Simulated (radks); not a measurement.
Excited configurations of the boron ion B+: one electron is placed in a higher orbital outside [He] 2s1. The ground configuration is [He] 2s2. All-electron calculation, non-relativistic Kohn-Sham, PBE, spin-polarised, spherical densities, point nucleus; open shells are filled with parallel spins first. Program: a radial shooting solver on a logarithmic mesh with Libxc functionals. Excitation = E - E(ground); binding = E(ion) - E, where the ion is the core of charge +2; n* = 2/sqrt(2 binding) in atomic units, and the quantum defect is n - n*.

outer orbital,excitation (eV),binding (eV),n*,quantum defect,eigenvalue (eV)
3p,16.749,7.857,2.632,0.368,-6.052
4f,21.021,3.585,3.896,0.104,-2.608
5s,21.579,3.026,4.241,0.759,-2.462
5p,21.831,2.774,4.429,0.571,-2.242
7d,23.257,1.348,6.353,0.647,-1.113

The Delta-SCF ionisation energy is 24.606 eV (NIST Atomic Spectra Database: 25.155 eV, measured). Self-interaction in the functional shifts the binding energies and quantum defects, so they are the method's values and not measured ones.
